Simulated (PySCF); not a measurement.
Record of a relaxation.

Compound: C7H15B.
SMILES with atom numbers: `[CH3:1][B:2]([CH3:3])[CH2:4][CH:5]=[C:6]([CH3:7])[CH3:8]` (hydrogens: H9, H10, H11 on C1; H12, H13, H14 on C3; H15, H16 on C4; H17 on C5; H18, H19, H20 on C7; H21, H22, H23 on C8)

Computed by this run: PBE0-D3(BJ)/def2-SVP geometry optimisation, gas phase (PySCF 2.14.0); density fitting, grid level 1; the optimiser is geomeTRIC in internal coordinates, started from a GFN2-xTB structure with every atom displaced at random (about 0.01 Å). 4 of its 24 geometries are shown. The frame can shift and turn from step to step; on so coarse a grid that alone can change the energy by a few meV, and forces under 0.02 eV/Å are noise.

Step 0: E = -8164.5781 eV, largest atomic force 2.301 eV/Å
```
atom  x, y, z in Å  |  force x, y, z in eV/Å
C1      2.522   -1.634    0.922   -1.249   1.842   0.586
B2      1.589   -0.425    0.410    1.031  -0.539  -0.110
C3      1.903    0.297   -0.957    0.228  -0.031   0.835
C4      0.400    0.046    1.304   -1.846   0.018  -0.211
C5     -0.608    0.976    0.651    1.507   0.500   1.087
C6     -1.606    0.613   -0.134   -0.577  -0.431  -0.507
C7     -2.535    1.591   -0.755   -0.552  -0.019   0.447
C8     -1.849   -0.832   -0.457   -0.946   0.195  -0.190
H9      2.204   -2.514    0.415   -0.352  -1.258  -0.789
H10     3.553   -1.463    0.698    1.162   0.076  -0.323
H11     2.403   -1.818    1.991    0.017  -0.105   0.337
H12     2.438    1.240   -0.723   -0.117  -0.016   0.060
H13     2.553   -0.259   -1.611    0.562  -0.476  -0.472
H14     1.014    0.572   -1.502   -0.680   0.316  -0.317
H15    -0.169   -0.846    1.683    0.570   0.279  -0.036
H16     0.784    0.544    2.202    0.315  -0.066   0.259
H17    -0.443    2.047    0.847   -0.145  -0.089  -0.104
H18    -3.582    1.372   -0.464    0.074  -0.033  -0.121
H19    -2.487    1.532   -1.840   -0.033   0.041  -0.519
H20    -2.338    2.616   -0.440    0.183   0.310   0.025
H21    -2.582   -0.927   -1.287    0.327  -0.066   0.228
H22    -2.282   -1.371    0.403    0.045  -0.049   0.030
H23    -0.933   -1.334   -0.741    0.478  -0.399  -0.195
```

Step 8: E = -8164.7798 eV, largest atomic force 0.123 eV/Å
```
atom  x, y, z in Å  |  force x, y, z in eV/Å
C1      2.685   -1.446    0.969    0.062  -0.016  -0.022
B2      1.659   -0.415    0.370   -0.065   0.021   0.049
C3      1.903    0.234   -1.035    0.002   0.012  -0.067
C4      0.388   -0.018    1.240    0.112   0.029   0.040
C5     -0.616    0.919    0.653   -0.014  -0.070  -0.067
C6     -1.658    0.571   -0.120   -0.013   0.045   0.015
C7     -2.607    1.596   -0.665   -0.027  -0.018  -0.023
C8     -1.962   -0.862   -0.466    0.050  -0.006  -0.006
H9      2.509   -2.413    0.456    0.016   0.063   0.019
H10     3.731   -1.177    0.740   -0.054  -0.034  -0.003
H11     2.588   -1.627    2.051   -0.016  -0.018   0.002
H12     2.280    1.255   -0.825    0.002   0.005  -0.006
H13     2.657   -0.265   -1.662   -0.005  -0.002   0.024
H14     0.973    0.387   -1.606    0.008  -0.009   0.026
H15    -0.073   -0.965    1.579   -0.010  -0.003  -0.002
H16     0.810    0.408    2.171   -0.008  -0.021  -0.007
H17    -0.466    1.988    0.846    0.005  -0.008   0.004
H18    -3.639    1.404   -0.324   -0.007  -0.001  -0.001
H19    -2.635    1.565   -1.769   -0.002   0.011   0.013
H20    -2.333    2.616   -0.358    0.006  -0.002   0.006
H21    -2.539   -0.934   -1.400   -0.004   0.004  -0.006
H22    -2.565   -1.348    0.322   -0.017   0.007  -0.006
H23    -1.050   -1.465   -0.593   -0.022   0.011   0.020
```

Step 15: E = -8164.7998 eV, largest atomic force 0.147 eV/Å
```
atom  x, y, z in Å  |  force x, y, z in eV/Å
C1      2.741   -1.433    0.922    0.013  -0.098  -0.109
B2      1.703   -0.395    0.360   -0.052   0.036   0.043
C3      1.904    0.251   -1.056    0.003  -0.060  -0.032
C4      0.425   -0.050    1.239    0.014   0.038  -0.009
C5     -0.598    0.881    0.671    0.014  -0.034  -0.042
C6     -1.665    0.559   -0.079   -0.036   0.021   0.039
C7     -2.600    1.611   -0.601    0.002   0.004  -0.002
C8     -2.035   -0.850   -0.441    0.003  -0.005  -0.004
H9      2.579   -2.356    0.326    0.040   0.051   0.065
H10     3.788   -1.146    0.725   -0.045   0.003   0.007
H11     2.624   -1.702    1.982    0.004   0.018   0.019
H12     2.207    1.304   -0.901   -0.007   0.019   0.024
H13     2.679   -0.227   -1.675   -0.006   0.023   0.003
H14     0.955    0.307   -1.615    0.017   0.010   0.005
H15    -0.012   -1.023    1.534   -0.019  -0.009  -0.004
H16     0.814    0.351    2.195    0.024  -0.020  -0.009
H17    -0.433    1.948    0.863    0.006   0.001  -0.004
H18    -3.639    1.411   -0.286   -0.002   0.000   0.003
H19    -2.607    1.623   -1.705   -0.008   0.003   0.012
H20    -2.326    2.616   -0.249    0.009   0.003  -0.005
H21    -2.303   -0.921   -1.508    0.019  -0.007  -0.010
H22    -2.926   -1.179    0.123    0.005   0.002  -0.011
H23    -1.231   -1.572   -0.249    0.001   0.001   0.020
```

Step 23: E = -8164.8147 eV, largest atomic force under 0.02 eV/Å
```
atom  x, y, z in Å  |  force x, y, z in eV/Å
C1      2.805   -1.451    0.829    0.003  -0.001  -0.006
B2      1.737   -0.424    0.300   -0.001   0.004   0.006
C3      1.947    0.318   -1.066    0.007   0.000   0.011
C4      0.437   -0.158    1.168   -0.011  -0.002  -0.013
C5     -0.568    0.812    0.641    0.009  -0.004  -0.005
C6     -1.703    0.547   -0.028   -0.017   0.003   0.011
C7     -2.590    1.651   -0.526    0.007   0.002   0.000
C8     -2.188   -0.838   -0.339   -0.011  -0.001   0.004
H9      2.757   -2.340    0.172   -0.001   0.001   0.000
H10     3.833   -1.066    0.712    0.000   0.000   0.003
H11     2.662   -1.793    1.865    0.000   0.001   0.001
H12     2.135    1.384   -0.832    0.000   0.001  -0.004
H13     2.788   -0.044   -1.675   -0.002   0.001  -0.004
H14     1.022    0.325   -1.666   -0.002   0.001  -0.001
H15    -0.005   -1.153    1.365    0.002   0.001   0.000
H16     0.799    0.164    2.165    0.003  -0.001   0.003
H17    -0.321    1.872    0.786    0.001   0.000  -0.004
H18    -3.593    1.591   -0.069    0.000  -0.003  -0.003
H19    -2.741    1.580   -1.617    0.003   0.003  -0.001
H20    -2.173    2.644   -0.304   -0.002   0.000   0.004
H21    -2.207   -1.009   -1.430    0.003  -0.001   0.000
H22    -3.224   -0.979    0.013    0.004  -0.003   0.002
H23    -1.568   -1.625    0.110    0.003  -0.001  -0.002
```

Q: Summarise the path.

A: The energy falls by 22.83 kJ/mol from step 0 to step 23; nine tenths of that is first reached at step 14. It never rises by more than 0.2 meV. The largest force goes from 2.301 to under 0.02 eV/Å. Among the bonds C1–H9 changes most, from 1.064 to 1.107 Å; the atoms move by 0.440 Å rms after alignment.

Q: Follow the three bonds and two angles with the largest change from start to end.

A: 
| step | E above end (kJ/mol) | largest force (eV/Å) | C1–H9 (Å) | C1–B2 (Å) | C1–H10 (Å) | C5–C4–H15 (°) | B2–C4–H16 (°) |
| --- | --- | --- | --- | --- | --- | --- | --- |
| 0 | 22.83 | 2.301 | 1.064 | 1.611 | 1.068 | 107.1 | 109.9 |
| 1 | 4.36 | 0.258 | 1.116 | 1.572 | 1.107 | 112.1 | 104.9 |
| 2 | 3.90 | 0.062 | 1.110 | 1.573 | 1.102 | 111.9 | 104.8 |
| 3 | 3.84 | 0.035 | 1.107 | 1.573 | 1.101 | 111.8 | 104.8 |
| 4 | 3.84 | 0.090 | 1.106 | 1.574 | 1.101 | 111.8 | 104.7 |
| 5 | 3.76 | 0.038 | 1.107 | 1.574 | 1.102 | 111.8 | 104.7 |
| 6 | 3.71 | 0.036 | 1.108 | 1.573 | 1.103 | 111.9 | 104.7 |
| 7 | 3.60 | 0.095 | 1.109 | 1.573 | 1.104 | 112.1 | 104.6 |
| 8 | 3.38 | 0.123 | 1.109 | 1.573 | 1.104 | 112.2 | 104.5 |
| 9 | 3.39 | 0.156 | 1.107 | 1.574 | 1.102 | 112.1 | 104.6 |
| 10 | 3.26 | 0.081 | 1.107 | 1.574 | 1.102 | 112.1 | 104.6 |
| 11 | 3.13 | 0.030 | 1.107 | 1.574 | 1.102 | 112.0 | 104.8 |
| 12 | 2.97 | 0.055 | 1.107 | 1.573 | 1.102 | 112.0 | 105.1 |
| 13 | 2.67 | 0.085 | 1.108 | 1.573 | 1.102 | 112.0 | 105.4 |
| 14 | 2.17 | 0.111 | 1.109 | 1.572 | 1.102 | 112.1 | 105.7 |
| 15 | 1.44 | 0.147 | 1.111 | 1.572 | 1.103 | 112.2 | 105.9 |
| 16 | 0.86 | 0.125 | 1.110 | 1.571 | 1.104 | 112.4 | 105.9 |
| 17 | 0.58 | 0.118 | 1.109 | 1.572 | 1.104 | 112.4 | 105.5 |
| 18 | 0.34 | 0.031 | 1.106 | 1.573 | 1.102 | 112.2 | 105.7 |
| 19 | 0.25 | 0.030 | 1.106 | 1.573 | 1.103 | 112.2 | 105.6 |
| 20 | 0.19 | under 0.02 | 1.107 | 1.573 | 1.103 | 112.3 | 105.7 |
| 21 | 0.09 | 0.023 | 1.107 | 1.573 | 1.103 | 112.3 | 105.9 |
| 22 | 0.03 | 0.029 | 1.107 | 1.573 | 1.103 | 112.3 | 105.9 |
| 23 | 0.00 | under 0.02 | 1.107 | 1.573 | 1.103 | 112.3 | 105.8 |

The cost below is that of the whole optimisation. The run took 9.5 min on one thread, Intel Xeon at 2.70 GHz (x86_64) (shared host), and the process peaked at 0.78 GiB of memory.
